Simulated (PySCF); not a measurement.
# Germanium: highly charged ions in a basis for the neutral atom

Ge¹¹⁺ [Ar] 3d3, Ge¹²⁺ [Ar] 3d2. Computed with PySCF 2.14 in cc-pVDZ-DK, with the spin-free X2C one-electron Hamiltonian (Gaussian nucleus). No spin-orbit coupling, so a gap to NIST mixes the basis error with missing relativistic terms.

Changed run: basis of the neutral atom used for a highly charged ion. This setting is unsound on purpose.

```csv
species,method,sound run (hartree),changed run (hartree),converged
Ge¹¹⁺,UHF,not run,-2044.02639,yes
Ge¹¹⁺,M06-L,not run,-2045.05395,yes
Ge¹¹⁺,PBE0,not run,-2044.81492,yes
Ge¹²⁺,UHF,not run,-2031.80912,yes
Ge¹²⁺,M06-L,not run,-2032.77110,yes
Ge¹²⁺,PBE0,not run,-2032.54493,yes
```

Ionisation energy of Ge¹¹⁺:

```
method  changed run (eV)  NIST (eV)
   UHF            332.45  326 ± 2.5
 M06-L            334.23  326 ± 2.5
  PBE0            333.88  326 ± 2.5
```

The contracted functions were made for the neutral atom and can be too rigid for a highly charged ion.
